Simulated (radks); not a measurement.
Results of a calculation; reference values are marked as such.
Effect of the nuclear size on neutral lanthanum, [Xe] 5d1 6s2. Code: a radial shooting solver on a logarithmic mesh with Libxc functionals. Model: Dirac Kohn-Sham, BLYP, spin-unpolarised, spherical densities, finite nucleus; open shells are shared between the two j in proportion to 2j + 1; Fermi nuclear charge, rms radius 4.855 fm. The rms radius is varied about that value; shifts are against it.

rms radius (fm)	total energy shift (eV)	density at nucleus (e/bohr^3)	1s1/2 shift (meV)	2s1/2 shift (meV)	5s1/2 shift (meV)	5p1/2 shift (meV)	6s1/2 shift (meV)	5d5/2 shift (meV)
3.9423	-3.21	3.669e+05	-1340	-162	-1.13	0.223	-0.073	0.131
4.6851	-0.639	3.544e+05	-266	-32.2	-0.225	0.044	-0.015	0.026
4.855	0	3.518e+05	0.000	0.000	0.000	0.000	0.000	0.000
5.3356	1.90	3.452e+05	792	96.0	0.672	-0.132	0.043	-0.078
5.3405	1.92	3.452e+05	800	97.0	0.679	-0.134	0.044	-0.078

Slopes of the eigenvalues against <r^2> in GHz/fm^2, as finite differences over the two radii next to the reference (eigenvalue slopes, not the field-shift constants of lines): 1s1/2 39200, 2s1/2 4750, 5s1/2 33.3, 5p1/2 -6.55, 6s1/2 2.15, 5d5/2 -3.84.
